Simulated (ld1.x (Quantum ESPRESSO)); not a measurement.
## Transferability test, ultrasoft potential for N

```
Element                 : N (Z = 7)
Generator               : ld1.x (Quantum ESPRESSO) 7.5
Type                    : ultrasoft
Functional              : PBEsol
Relativity              : scalar-relativistic
Frozen core             : [He]
Valence charge          : 5
Reference configuration : 2s2 2p3
Partial waves           : 2s (bound): rcut 0.65, rcutus 0.90 bohr; 2s channel at -0.55 Ry: rcut 0.65, rcutus 0.90 bohr; 2p (bound): rcut 1.65, rcutus 2.00 bohr; 2p channel at 0.1 Ry: rcut 1.65, rcutus 2.00 bohr
Local potential         : all-electron potential smoothed inside 1.40 bohr (lloc = -1)
Core correction         : none
Augmentation charge     : built from norm-conserving waves at rcut, not smoothed further
```

Energies are relative to the spin-unpolarised reference configuration 2s2 2p3; without spin polarisation the order of configurations can differ from experiment. Not all tests gave a result: test run stopped at test 5 of 7 (negative rho).

| valence configuration | charge | ΔE all-electron (eV) | error AE − PS (meV) |
| --- | --- | --- | --- |
| 2s2 2p1 | +2 | 42.258 | +290 |
| 2s2 2p0 | +3 | 89.143 | +1954 |
| 2s0 2p5 | 0 | 22.896 | +91 |

**Question.** What are ΔE and the potential's error for 2s2 2p2?

**Answer.** ΔE = 13.521 eV all-electron; the error (AE − PS) is +31 meV.
